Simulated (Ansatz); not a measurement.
Ideal-gas functions of `F[SiH]1[SiH2][GeH2]1` at 298.15 K and 1 bar, from an Ansatz frequency run at PBE0-D4/def2-TZVP.

Molar mass 152.82 g/mol, point group C1 (symmetry number 1), electronic degeneracy 1, moments of inertia 141.757, 268.34, 373.11 u Å². Harmonic wavenumbers (cm⁻¹, unscaled): 120, 138, 263, 269, 301, 340, 425, 452, 541, 592, 604, 678, 778, 822, 880, 913, 2146, 2168, 2214, 2223, 2241.

Use S(trans) = R[1.5 ln M + 2.5 ln T − 1.1517]; rotational temperatures θ = 24.2544 K / I; S(rot) = R[ln(√π/σ · √(T³/θAθBθC)) + 1.5]; for each mode x = 1.438777 ν̃/T, S = R[x/(eˣ − 1) − ln(1 − e⁻ˣ)] and H = RT x/(eˣ − 1); 1 cm⁻¹ = 0.0119627 kJ/mol; R = 8.31446 J/(mol·K).

Question: By hand: the entropy, in J/(mol·K).

Answer: Translation 171.6. Rotation: θ = 0.1711, 0.0904, 0.065 K, giving 117.0. Vibration, mode by mode: 12.97, 11.85, 6.87, 6.71, 5.91, 5.07, 3.66, 3.30, 2.36, 1.94, 1.85, 1.39, 0.95, 0.80, 0.63, 0.55, 0.00, 0.00, 0.00, 0.00, 0.00, in all 66.8. Electronic 0.0. Sum 355.4 J/(mol·K).

Question: By hand: H − E and G − E in kJ/mol, counted from the electronic energy.

Answer: Zero-point energy ½ × 19108 × 0.0119627 = 114.3; thermal vibration 11.9; translation, rotation and pV give 4 RT = 9.9. H − E = 136.1 kJ/mol, and G − E = 136.1 − 298.15 × 355.4/1000 = 30.1 kJ/mol.

Vibration gives 19 % of the entropy, 24.8 J/(mol·K) of it from the modes under 150 cm⁻¹: soft modes count most, and the harmonic formula is weakest for them. The sum counts one conformer and one mirror image; others add a mixing term.
